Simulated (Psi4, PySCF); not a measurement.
PySCF was given this input:
```python
from pyscf import gto, scf, dft

mol = gto.M(
    atom='''
Cl   -0.000000   -0.000000   -0.073948
H     0.000000    0.000000    1.257119
''',
    basis='6-311g**',
    charge=1,
    spin=1,
    verbose=4,
)

mf = dft.UKS(mol)
mf.xc = 'camb3lyp'
mf.grids.atom_grid = (99, 590)
mf.grids.prune = None
mf.kernel()
```

Question: Write the same job for Psi4.

Answer: This is not unique; one that fits is 
```
memory 2 GB

molecule mol {
1 2
Cl   -0.000000   -0.000000   -0.073948
H     0.000000    0.000000    1.257119
}

set {
  basis 6-311g**
  reference uks
  scf_type pk
  puream true
  d_convergence 1e-8
  dft_radial_points 99
  dft_spherical_points 590
}

energy('cam-b3lyp')
print_variables()
```

Both were run: PySCF gave -460.358790 Eh and Psi4 -460.358790 Eh, 0.000 mEh apart.
